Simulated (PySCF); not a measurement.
# Field gradients at the hydrogen positions

SiEt3(vinyl), C8H18Si.
Geometry (PBE0-D3(BJ)/def2-SVP, Å), atoms numbered from 1 in this order:
```
atom  x, y, z in Å
Si1   -0.137   -0.006   -0.207
C2    -0.261   -0.129    1.679
C3     0.489   -1.315    2.277
H4    -1.333   -0.183    1.941
H5     0.102    0.820    2.113
H6     0.361   -1.380    3.370
H7     0.143   -2.268    1.846
H8     1.572   -1.249    2.082
C9     1.676    0.024   -0.741
C10    2.494    1.152   -0.118
H11    1.708    0.088   -1.843
H12    2.124   -0.953   -0.488
H13    3.545    1.131   -0.448
H14    2.091    2.143   -0.383
H15    2.498    1.090    0.983
C16   -1.010    1.568   -0.791
C17   -2.498    1.644   -0.459
H18   -0.857    1.648   -1.882
H19   -0.478    2.430   -0.351
H20   -2.956    2.576   -0.827
H21   -3.057    0.809   -0.910
H22   -2.675    1.603    0.628
C23   -0.988   -1.507   -0.951
C24   -0.390   -2.442   -1.700
H25   -2.060   -1.642   -0.747
H26    0.676   -2.390   -1.950
H27   -0.931   -3.306   -2.103
```

Level: PBE0/pcSseg-1 (PySCF, non-relativistic); Q(2H) = 0.00286 b; rigid geometry, the same for H and D, with no vibrational averaging.

Tabulate Vzz, the asymmetry η and χzz = 234.96 MHz × Q × Vzz for every hydrogen position.

```csv
atom,bonded to,bond length (Å),Vzz (au),η,χzz (kHz)
H4,C2,1.105,0.2900,0.04,195
H5,C2,1.105,0.2905,0.04,195
H6,C3,1.102,0.2920,0.02,196
H7,C3,1.102,0.2884,0.02,194
H8,C3,1.102,0.2905,0.03,195
H11,C9,1.104,0.2905,0.04,195
H12,C9,1.104,0.2899,0.04,195
H13,C10,1.102,0.2916,0.02,196
H14,C10,1.102,0.2905,0.02,195
H15,C10,1.102,0.2900,0.03,195
H18,C16,1.104,0.2900,0.04,195
H19,C16,1.105,0.2897,0.04,195
H20,C17,1.102,0.2916,0.02,196
H21,C17,1.102,0.2904,0.02,195
H22,C17,1.102,0.2904,0.02,195
H25,C23,1.100,0.2987,0.03,201
H26,C24,1.096,0.2999,0.05,202
H27,C24,1.096,0.3011,0.04,202
```

How does χzz go with the bond length over the 18 C–H bonds?

A straight-line fit has a slope of -8.4 kHz for each 0.01 Å, with a correlation coefficient of -0.85, over lengths from 1.096 to 1.105 Å. The longer bonds have the smaller couplings here.

Isolated species at its PBE0-D3(BJ)/def2-SVP geometry (one conformer only). These gradients aren't converged with respect to the basis.

The run behind these numbers computed NMR shieldings as well. Time: 3.8 min of wall time (with the writing of density and orbital grids); peak memory 1.3 GiB. Hardware: an Intel Xeon at 2.50 GHz with one thread, on a shared host.
